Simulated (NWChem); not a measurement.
Species: BAsH₄; SMILES B[AsH2]

Program: NWChem. Geometry: optimised at PBE0/def2-SVP. Ions are spin-unrestricted doublets at the neutral geometry; other ion states weren't tried.

Q: Order these by “−ε(HOMO) (eV)”, lowest first: BHandHLYP/def2-SVPD; PBE/def2-SVPD; CAM-B3LYP/def2-SVPD.

A: PBE/def2-SVPD (6.41), BHandHLYP/def2-SVPD (8.30), CAM-B3LYP/def2-SVPD (8.65)
